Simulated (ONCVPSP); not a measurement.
Which change was made? (Cr, ONCV)

```
Element                 : chromium
Generator               : ONCVPSP 4.0.1
Type                    : optimised norm-conserving Vanderbilt (ONCV)
Functional              : PBE
Relativity              : scalar-relativistic
Frozen core             : [Ne]
Valence charge          : 14
Reference configuration : 3s2 3p6 3d5 (charge +1)
Partial waves           : 3s: rc 0.95 bohr, ncon 4, nbas 8, qcut 8.6 1/bohr, 2 projectors, debl 1.8 Ha; 3p: rc 1.35 bohr, ncon 5, nbas 8, qcut 9.9 1/bohr, 2 projectors, debl 3.9 Ha; 3d: rc 2.10 bohr, ncon 4, nbas 8, qcut 6.2 1/bohr, 1 projector
Local potential         : polynomial inside 0.85 bohr (lpopt 3, dvloc0 6 Ha)
Core correction         : Teter function, fcfact 3.5, rcfact 1.2
```

In the s channel the program set the typed energies aside and used -2.976, 0.250 Ha.

Cutoffs, loose and tight: the cutoffs (Ha) at which the residual kinetic energy of the hardest occupied pseudo-wave falls to 1 and 0.1 mHa per electron. They do not see the model core or the augmentation charge, which bear on the density cutoff. Test errors are all-electron minus pseudo excitation energies from the reference, over the configurations 3s2 3p6 3d5 4s1; 3s2 3p6 3d4; 3s2 3p6 3d3; 3s2 3p5 3d5 4s1; variants that change the core or the reference have their own tests.

The base gives: outcome: generated, projector energies reset by the program; cutoff, loose: 59 Ha; cutoff, tight: 180 Ha; bound ghosts: none; GHOST(+) flags above zero: none; largest test error (meV): +536.

(1) After one change the result is: outcome: generated, projector energies reset by the program; cutoff, loose: 119 Ha; cutoff, tight: 180 Ha; bound ghosts: none; GHOST(+) flags above zero: none; largest test error (meV): -156. Which change was it?
A. s: qcut 11.1
B. d: rc 1.4
C. s: qcut 11.9; p: qcut 13.7; d: qcut 8.6

Answers

(1) B. The others give: s: qcut 11.1 → outcome: generated, projector energies reset by the program; cutoff, loose: 49 Ha; cutoff, tight: 57 Ha; bound ghosts: none; GHOST(+) flags above zero: none; largest test error (meV): +539 | s: qcut 11.9; p: qcut 13.7; d: qcut 8.6 → outcome: generated, projector energies reset by the program; cutoff, loose: 51 Ha; cutoff, tight: 62 Ha; bound ghosts: none; GHOST(+) flags above zero: none; largest test error (meV): +278.
